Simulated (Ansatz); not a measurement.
AlF₃ (SMILES [F][Al]([F])[F]), singlet, at a GFN2-xTB geometry (such geometries of metal compounds can be far from the true shape), atoms displaced at random by about 0.1 Å a coordinate. Base run: HF/STO-3G run with Ansatz (an electronic-structure program).

Ansatz was given this input:
Ansatz 0.2 input:
```yaml
crystal:
  periodic: [false, false, false]
  atoms:
    - {symbol: Al, position_ang: [-0.10398162, -0.01186975, -0.04230494]}
    - {symbol: F, position_ang: [-0.06525819, 1.65935085, -0.01612460]}
    - {symbol: F, position_ang: [1.57003544, -0.95092118, 0.04529715]}
    - {symbol: F, position_ang: [-1.61861058, -0.78111655, -0.20460522]}
basis:
  gaussian:
    orbitals: STO-3G
hamiltonian:
  xc: hf
relax: {}
```

Variants of this job, named by their change:

```tsv
change	ΔE vs base (µEh)	optimiser steps
base	0.0	5
relax = max_displacement: 0.5	0.0	5
relax = f_tol: 0.05	0.0	5
relax = f_tol: 0.1	5.3	4
relax = f_tol: 0.002	0.0	5
relax = escape_saddle: false	0.0	5
relax = max_displacement: 0.02	0.0	16
```
